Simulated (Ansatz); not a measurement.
Reaction (ligand exchange at the Al–F bond): `[OH][Al]([F])[Br]` + NH₃ → `[NH2][Al]([OH])[Br]` + H–F

Program: Ansatz. Geometries: PBE0-D4/def2-TZVP. ΔE: electronic, gas phase. CBS: MP2 limit from def2 TZ/QZ plus the TZ coupled-cluster correction, frozen cores. This one scheme is used for every species. DFT in def2-TZVPP. B3LYP here is the variant with VWN-RPA as its local correlation; programs differ in this. For Br outer-core shells are correlated without core-valence functions, which leaves a few kJ/mol of doubt a bond. Scalar relativity is left out up to krypton. One conformer a species, not always the lowest.

`[OH][Al]([F])[Br]`:

Z-matrix (Å, degrees):
```
Al
O 1 1.676
Br 1 2.233 2 122.9
F 1 1.635 2 118.3 3 180.0
H 2 0.956 1 123.3 3 -0.0
```

NH₃:

```xyz
4

N     0.018   -0.027   -0.280
H     0.002    0.945    0.003
H    -0.823   -0.457    0.086
H     0.803   -0.461    0.191
```

`[NH2][Al]([OH])[Br]`:

Z-matrix (Å, degrees):
```
N
Al 1 1.755
H 1 1.006 2 125.9
H 1 1.007 2 123.4 3 -180.0
O 2 1.686 1 124.3 3 -0.0
Br 2 2.245 1 118.5 3 -180.0
H 5 0.955 2 124.7 1 -0.1
```

H–F:

Cartesian coordinates in Å:
```
F -0.063 -0.455 0.012
H 0.063 0.455 -0.012
```

**Question.** Is it downhill or uphill in electronic energy at CCSD(T)/CBS, and by how much? (Estimate.)

**Answer.** The calculation gave: Uphill: ΔE = +21.3 kcal/mol.

**Question.** What do these levels give: revPBE-D4, B97M-V, ωB97M-V, revPBE, BLYP, B3LYP, CAM-B3LYP, CCSD/def2-SVP, CCSD(T)/def2-SVP, MP2/def2-TZVPP, SCS-MP2/def2-TZVPP, CCSD/def2-TZVPP? (Estimate.)

**Answer.** Ansatz gave: revPBE-D4 21.0, B97M-V 23.4, ωB97M-V 21.7, revPBE 22.5, BLYP 23.7, B3LYP 23.1, CAM-B3LYP 22.8, CCSD/def2-SVP 23.4, CCSD(T)/def2-SVP 23.3, MP2/def2-TZVPP 21.1, SCS-MP2/def2-TZVPP 21.8, CCSD/def2-TZVPP 21.6 kcal/mol.

Largest T1 diagnostic among the species: 0.010.

The D4 term adds −1.1 kcal/mol with B3LYP and −0.6 kcal/mol with PBE0; it sums over pairs of atoms, weighted by their polarisabilities, and B3LYP, whose exchange is more repulsive, gets the larger term. Leaving LDA and LC-ωPBE aside and taking each functional with its dispersion term where it has one, the values, not all of them listed here, spread over 2.7 kcal/mol, from HSE06-D4 to B97M-V. LDA lies −2.1 kcal/mol from PBE without D4.
